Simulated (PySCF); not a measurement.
**Which orbitals make which state**

C6H4F2O2.
Bonds: O1–C2 (double), C2–C3, C3–C4 (double), C4–C5, C5–F6, C5–F7, C4–C8, C8–C9 (double), C9–O10, C2–O10. Hydrogens: H11 on C3; H12 on C5; H13 on C8; H14 on C9.

The calculation used TDDFT PBE0/def2-SVPD, vertical, gas phase, core orbitals frozen in the response (PySCF 2.14.0, density-fitted response routines). Isolated species at its GFN2-xTB geometry (one conformer only). Torsions of this conformer, `[O:1]=[c:2]1[cH:3][c:4]([CH:5]([F:6])[F:7])[cH:8][cH:9][o:10]1`: C3–C4–C5–F6 124°.

Orbital energies (eV): HOMO-3 -10.54, HOMO-2 -10.09, HOMO-1 -8.47, HOMO -7.48, LUMO -2.32, LUMO+1 -0.58, LUMO+2 0.39.

Computed singlets:

```csv
state,E (eV),f
S1,4.49,0.120
S2,4.60,0.0010
S3,6.09,0.085
S4,6.15,0.0078
S5,6.74,0.016
S6,6.75,0.011
```

**Question.** Assign a leading configuration to S1, S2, S3 and S4 and set E beside the orbital difference Δε.

**Answer.** 

```json
{"state": "S1", "leading configuration": "HOMO→LUMO", "weight": "0.97", "Δε (eV)": "5.16", "E (eV)": "4.49", "E − Δε (eV)": "-0.67", "f": "0.120", "other configurations": "–"}
{"state": "S2", "leading configuration": "HOMO-1→LUMO", "weight": "0.95", "Δε (eV)": "6.15", "E (eV)": "4.60", "E − Δε (eV)": "-1.55", "f": "0.0010", "other configurations": "–"}
{"state": "S3", "leading configuration": "HOMO→LUMO+1", "weight": "0.76", "Δε (eV)": "6.90", "E (eV)": "6.09", "E − Δε (eV)": "-0.80", "f": "0.085", "other configurations": "H-2→L (16%)"}
{"state": "S4", "leading configuration": "HOMO-1→LUMO+1", "weight": "0.82", "Δε (eV)": "7.89", "E (eV)": "6.15", "E − Δε (eV)": "-1.73", "f": "0.0078", "other configurations": "–"}
```

E − Δε runs from -1.73 to -0.67 eV. Among themselves, these states come in the order of their orbital differences.

H and L stand for HOMO and LUMO. The other states: S5 6.74 eV, f 0.016, H→L+2 (59%), H-3→L (28%); S6 6.75 eV, f 0.011, H-3→L (50%), H→L+2 (37%).

**Question.** Which computed triplets share their leading configuration (75% or more) with a singlet, and how far apart are the partners?

**Answer.** 

```tsv
configuration	triplet	E(T) (eV)	singlet	E(S) (eV)	E(S) − E(T) (eV)
HOMO→LUMO	T1	2.85	S1	4.49	+1.64
HOMO-1→LUMO	T2	4.26	S2	4.60	+0.33
```

The 2 triplets are Tamm–Dancoff values, the singlets full response.

Summed over the main configurations (up to three a state, each over 8%) of all 6 singlets, the electron leaves HOMO with weight 2.68, HOMO-1 with weight 1.77, HOMO-3 with weight 0.79 and HOMO-2 with weight 0.15.
